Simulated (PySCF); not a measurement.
4,4-difluorobut-1-yne (C4H4F2), SMILES C#CCC(F)F.

Coordinates come from a B3LYP-D3(BJ)/def2-SVP optimisation. The values are those of a single conformer.

These are TDA-PBE/def2-SVPD run with PySCF values and carry that method's errors.

Vertical excitations. Gas-phase values at a fixed geometry.

Computed excitation energies, oscillator strengths and character:
```
state  energy (eV)  λ (nm)      f                          main pairs
-----  -----------  ------  -----  ----------------------------------
S1            6.53     190  0.000                      HOMO→LUMO 87 %
S2            6.75     184  0.012  HOMO−1→LUMO 58 %, HOMO→LUMO+1 34 %
S3            6.84     181  0.000                  HOMO−1→LUMO+1 82 %
S4            7.13     174  0.011                    HOMO→LUMO+2 89 %
S5            7.18     173  0.023                  HOMO−1→LUMO+2 86 %
S6            7.65     162  0.007                    HOMO→LUMO+3 97 %
S7            7.70     161  0.006                  HOMO−1→LUMO+3 97 %
S8            7.93     156  0.026                    HOMO→LUMO+4 97 %
S9            7.97     156  0.055                  HOMO−1→LUMO+4 86 %
S10           8.03     154  0.049                    HOMO−2→LUMO 81 %
T1            5.35     232      0  HOMO−1→LUMO 51 %, HOMO→LUMO+1 38 %
T2            5.80     214      0  HOMO→LUMO 60 %, HOMO−1→LUMO+1 34 %
T3            5.83     213      0  HOMO→LUMO+1 57 %, HOMO−1→LUMO 38 %
T4            6.60     188      0  HOMO−1→LUMO+1 60 %, HOMO→LUMO 35 %
```
Triplets are in the Tamm–Dancoff approximation.
